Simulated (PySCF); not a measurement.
**Exercise with solution: oscillator strength and radiative lifetime**

C2H4N2OSi, SMILES [Si@@H]1(C=NC=N1)O.

Coordinates come from a r2SCAN-D4/def2-SVP optimisation. The structure was generated by enumeration; whether it is a known compound was not checked. One conformer was computed; it need not be the lowest.

PySCF with TDA-CAM-B3LYP/def2-SVPD puts the first singlet state with f over 0.02 at 5.51 eV (vertical), with the transition dipole (-0.412, -0.248, -0.370) in atomic units.

Q: Find the oscillator strength, the wavelength and the radiative lifetime that this transition would have in vacuum if emission retraced absorption.

A: 
|μ|² = 0.3681 au, so |μ| = 1.54 D. ΔE = 5.51/27.211 = 0.2025 hartree. f = (2/3) ΔE |μ|² = 0.050 (the program prints 0.050).
λ = 1239.84/5.51 = 225 nm; ν = 44441 cm⁻¹.
Einstein's coefficient A = 0.6670 ν² f s⁻¹ (ν in cm⁻¹) = 6.5e7 s⁻¹, so τ = 1/A = 15 ns. This state is S3; the lower singlets have f = 0.000, 0.002. The figure is the radiative limit of this one transition; relaxation, internal conversion, crossing to triplets and a medium change what is measured.
